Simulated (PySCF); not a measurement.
## Spin states of CdN

Unrestricted PBE0; PySCF, scalar-relativistic core potentials, basis sets Cd def2-SVP with ECP28, N def2-SVP. Outer shells of the fragments: Cd 4d10 5s2; N 2s2 2p3.

Followed along the bond (rough minima from three points):

| 2Ms+1 | unpaired | ⟨S²⟩ at the start | R at minimum (Å) | Te (eV) |
| --- | --- | --- | --- | --- |
| 4 | σ ↑, π ↑↑ | 3.77 | 2.45 | 0.00 |
| 2 | σ ↓, π ↑↑ | 1.76 | 2.22 | 0.61 |
| 2 | σ ↑, π ↑↓ | 1.76 | 2.27 | 0.94 |
| 2 | π ↑ | 1.10 | 2.03 | 1.15 |

Solutions found at the starting distance of 2.055 Å, counted from the lowest of them; the search is not exhaustive and high or unbound solutions are not listed, so other states can lie among these:

| 2Ms+1 | unpaired | term | E (eV) | ⟨S²⟩ | ⟨Lz²⟩ | μ (D) |
| --- | --- | --- | --- | --- | --- | --- |
| 4 | σ ↑, π ↑↑ | ⁴Σ⁻ | 0.00 | 3.77 | 0.00 | -0.98 |
| 2 | σ ↓, π ↑↑ | mixed | 0.46 | 1.76 | 0.00 | -1.53 |
| 2 | σ ↑, π ↑↓ | mixed | 0.83 | 1.76 | 2.01 | -1.30 |
| 2 | π ↑ | mixed | 0.91 | 1.10 | 1.01 | -3.87 |
| 4 | σ ↑↑, π ↑ | ⁴Π | 2.06 | 3.76 | 1.02 | -2.79 |
| 2 | σ ↑ | mixed | 2.53 | 0.76 | 2.00 | -1.40 |

A term symbol is given only where ⟨S²⟩ and ⟨Lz²⟩ are close to those of a pure state; real π, δ and φ orbitals otherwise mix terms. A positive dipole means Cd(−)N(+).

Task: Compare the gap between the two lowest followed solutions at the starting distance with the gap between their minima.

Result: At PBE0 the second solution (Ms = 0.5 of mixed spin, unpaired electrons σ ↓, π ↑↑) lies +0.46 eV from the first (quartet, unpaired electrons σ ↑, π ↑↑) at 2.055 Å and +0.61 eV at the minima; the two curves relax by different amounts, since their minima lie near 2.22 and 2.45 Å.

Spin–orbit coupling is left out.
